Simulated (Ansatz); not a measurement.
CH$_{4}$FISi, SMILES `FC[SiH2]I`, relaxed with RKS PBE0-D4/def2-TZVP in Ansatz from a PBE-D4/def2-SVP geometry. The force threshold is 0.005 eV/Å; the program also tests the step.

Total charge 0; spin multiplicity 1. I: def2 effective core potential.

Start:

```xyz
8

F     1.938   -0.006    0.243
C     0.771    0.696   -0.022
Si   -0.756   -0.436    0.167
I    -0.666   -2.246   -1.502
H     0.813    1.126   -1.048
H     0.676    1.549    0.693
H    -2.000    0.377   -0.063
H    -0.776   -1.059    1.531
```

| step | energy (eV) | largest force (eV/Å) | largest move (Å) |
| --- | --- | --- | --- |
| 1 | -19793.6180 | 0.543 | 0.000 |
| 2 | -19793.6442 | 0.237 | 0.044 |
| 3 | -19793.6485 | 0.076 | 0.019 |
| 4 | -19793.6489 | 0.030 | 0.005 |
| 5 | -19793.6489 | 0.012 | 0.001 |
| 6 | -19793.6489 | 0.001 | 0.002 |

End:

```xyz
8

F     1.929    0.013    0.248
C     0.754    0.693   -0.022
Si   -0.749   -0.439    0.168
I    -0.673   -2.220   -1.490
H     0.811    1.103   -1.035
H     0.670    1.533    0.679
H    -1.971    0.372   -0.062
H    -0.772   -1.055    1.514
```

Run time 20 s (4 threads of an Arm Neoverse V1 on a shared host); peak host memory 0.42 GiB.
